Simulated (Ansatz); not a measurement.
Consider the substitution at a C–O bond: `CO[Si]N` + `N1[SiH2][AsH]1` → `C[As]1N[SiH2]1` + `N[Si]O`.

Calculated with Ansatz (gas phase, PBE0-D4/def2-TZVP geometries, no zero-point term in ΔE). CCSD(T)/CBS is the MP2 limit (def2-TZVPP, def2-QZVPP) plus CCSD(T) − MP2 in def2-TZVPP, frozen cores. This one scheme is used for every species. Functionals use def2-TZVPP. For As outer-core shells are correlated without core-valence functions, which leaves a few kJ/mol of doubt a bond. Scalar relativity is left out up to krypton. Each species was taken in one conformer, which may not be the lowest.

```
         species  PBE0 energy (Eh)
       `CO[Si]N`        -460.38644
`N1[SiH2][AsH]1`       -2582.08673
`C[As]1N[SiH2]1`       -2621.37147
        `N[Si]O`        -421.12518
```

Work out ΔE.

ΔE = (-2621.37147) + (-421.12518) − (-460.38644) − (-2582.08673) = -0.02348 Eh = -61.6 kJ/mol. CCSD(T)/CBS gives -65.8 kJ/mol.

Largest T1 diagnostic among the species: 0.014.

At CCSD(T), def2-SVP lies +26.4 kJ/mol from the extrapolated value and def2-TZVPP +1.1 kJ/mol. The D4 term adds −3.8 kJ/mol with B3LYP and −2.1 kJ/mol with PBE0; it sums over pairs of atoms, weighted by their polarisabilities, and B3LYP, whose exchange is more repulsive, gets the larger term. In def2-TZVPP, CCSD(T) changes the Hartree–Fock value by −14.8 kJ/mol (the triples alone add −1.5 kJ/mol) and MP2 by −22.9 kJ/mol.

B3LYP here is the variant with VWN-RPA as its local correlation; programs differ in this.
